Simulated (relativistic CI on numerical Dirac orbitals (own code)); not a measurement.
**Hyperfine structure of Pt⁷⁰⁺, mass number 195**

Calculated at this level of theory: Dirac-Coulomb-Breit CI, orbitals from a KLI potential per configuration, model QED (radiative potential, 1s self-energy scaled to tabulated hydrogen-like ionisation energies), unscaled Slater integrals (own radial code, finite nucleus).

Configurations in the expansion (outside the closed core 1s2): 2s²2p⁴, 2s2p⁵, 2p⁶, 2p⁵3s, 2s²2p³3s, 2p⁵3p, 2s²2p³3p, 2p⁵3d, 2s²2p³3d, 2s2p⁴3s, 2s2p⁴3p, 2s2p⁴3d, 2s²2p³4s, 2s²2p³4p, 2s²2p³4d, 2s²2p³4f. Levels of other configurations are missing.

Nuclear spin I = 1/2, μ = 0.6073 μN (tables of Stone and Pyykkö). The electronic factors are computed for point nuclear moments, without core polarisation or the Bohr-Weisskopf and QED corrections.

```csv
Level,E (eV),A (GHz)
2s²2p⁴ ³P2,0.00,1196
2s²2p⁴ ³P1,1788.46,-1434
2s²2p⁴ ¹D2,1807.37,3849
2s2p⁵ ³P°2,2232.31,9990
2s2p⁵ ¹P°1,2323.93,-7583
2s2p⁵ ³P°1,4074.18,24060
```

Levels with J = 0, under 50 % of one LS term, or S terms without an open s electron are left out. Small factors come from cancelling terms and can be off by tens of per cent or more.

At this charge energies of transitions that change n are usually good to better than 1 %, and those within a shell (Δn = 0) to a few per cent.

Give the hyperfine levels of 2s²2p⁴ ³P1 relative to its centre of gravity.

With K = F(F + 1) − I(I + 1) − J(J + 1), E = AK/2: F = 1/2: 1434, F = 3/2: -717 GHz.

LS names give the leading component of a level, which can be under half, so a name can repeat, a term be missing and a line seem to break the LS rules.
